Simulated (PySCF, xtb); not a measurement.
SeF3, SMILES F[Se](F)F, multiplicity 2.

Harmonic wavenumbers (cm⁻¹) from GFN2-xTB (xtb 6.7.1) at its own minimum, in rising order: 124, 201, 303, 385, 436, 512.

**Question.** What does B3LYP-D3(BJ)/def2-SVP run with PySCF 2.14.0 give at its own minimum? (Estimate from the structure and the level; the computed values follow.)

**Answer.** 50, 241, 349, 574, 626, 706. Paired by order, the mean absolute difference is 122 cm⁻¹ and the zero-point energies are 2.8 and 3.6 kcal/mol.
